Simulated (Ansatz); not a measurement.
System: C$_{4}$H$_{5}$FO, charge 0, multiplicity 1. SMILES: O=C[C@@H]1C[C@H]1F
Coordinates optimised at B3LYP-D3(BJ)/def2-TZVP (Ansatz, a first-principles code):
```
C
H 1 1.0816
C 1 1.4741 2 115.76
O 3 1.2044 1 124.69 2 0.92
H 3 1.1133 4 120.63 1 -179.86
C 1 1.5080 2 116.08 3 -146.49
F 6 1.3686 1 116.46 2 3.19
H 6 1.0827 7 111.60 1 -142.22
C 6 1.4706 8 120.72 7 146.05
H 9 1.0805 6 117.65 8 -145.32
H 9 1.0822 10 115.61 6 -147.81
```
Charge 0, spin multiplicity 1.

Quantity: atomisation energy (electronic, to ground-state atoms); the coupled-cluster value holds the core correlation from cc-pwCVTZ, in kcal/mol. Correlated levels leave the core frozen unless marked. Open shells are spin-unrestricted. Spin-orbit coupling is left out. Non-relativistic. Basis-set limits of correlation are two-point, X^-3; Hartree-Fock from the larger set. [CCSD(T)-MP2]/basis is that difference in the basis named.

Level to compare with: RI-MP2/CBS(cc-pVTZ,cc-pVQZ)+[CCSD(T)-MP2]/cc-pVTZ plus the core term (Ansatz), 1124.1 kcal/mol. It is a level with limits of its own, and the differences hold the functionals' basis error too.

### Question
Rank these functionals by how close they come to RI-MP2/CBS(cc-pVTZ,cc-pVQZ)+[CCSD(T)-MP2]/cc-pVTZ, closest first: LC-wPBE/def2-TZVPD (Ansatz); CAM-B3LYP/def2-TZVPD (Ansatz); BHLYP/def2-TZVPD (Ansatz); r2SCAN0/def2-TZVPD (Ansatz).

### Answer
CAM-B3LYP/def2-TZVPD (range-separated hybrid, 1122.2 kcal/mol, difference -1.9), LC-wPBE/def2-TZVPD (range-separated hybrid, 1129.0 kcal/mol, difference 4.9), r2SCAN0/def2-TZVPD (hybrid meta-GGA, 1102.7 kcal/mol, difference -21.4), BHLYP/def2-TZVPD (global hybrid, 1069.4 kcal/mol, difference -54.7)
